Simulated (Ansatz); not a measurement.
`BN[SiH2]Cl` and `BN[SiH2]NC` differ in one atom or group.

Ansatz, PBE0-D4/def2-TZVP geometries, multiplicity 1. Each molecule was computed in one conformer, which needn't be the lowest.

```json
{"property": "HOMO energy (B3LYP/def2-TZVPP) / eV", "`BN[SiH2]Cl`": "-8.69"}
{"property": "LUMO energy (B3LYP/def2-TZVPP) / eV", "`BN[SiH2]Cl`": "-0.71"}
{"property": "HOMO energy (PBE0/def2-TZVPP) / eV", "`BN[SiH2]Cl`": "-8.92"}
{"property": "HOMO energy (PBE/def2-TZVPP) / eV", "`BN[SiH2]Cl`": "-7.56"}
{"property": "size of the dipole moment (ωB97M-V/def2-TZVPP) / D", "`BN[SiH2]Cl`": "1.44"}
{"property": "HOMO–LUMO gap (PBE0/def2-TZVPP) / eV", "`BN[SiH2]Cl`": "8.43"}
```

Question: Give the same properties after the change, and the shifts. (An estimate is asked.)

Answer: Computed: 
```csv
property,`BN[SiH2]NC`,shift
HOMO energy (B3LYP/def2-TZVPP) / eV,-6.77,1.92
LUMO energy (B3LYP/def2-TZVPP) / eV,-0.25,0.46
HOMO energy (PBE0/def2-TZVPP) / eV,-7.00,1.92
HOMO energy (PBE/def2-TZVPP) / eV,-5.66,1.90
size of the dipole moment (ωB97M-V/def2-TZVPP) / D,2.46,1.02
HOMO–LUMO gap (PBE0/def2-TZVPP) / eV,6.98,-1.45
```

With PBE0 the HOMO rises by 1.92 eV and the LUMO rises by 0.47 eV, so the gap narrows by about 1.45 eV. PBE moves the HOMO by 1.90 eV and ωB97M-V by 1.83 eV. Dipoles are sizes alone; their direction can turn.

B3LYP here is the variant with VWN-RPA as its local correlation; programs differ in this.
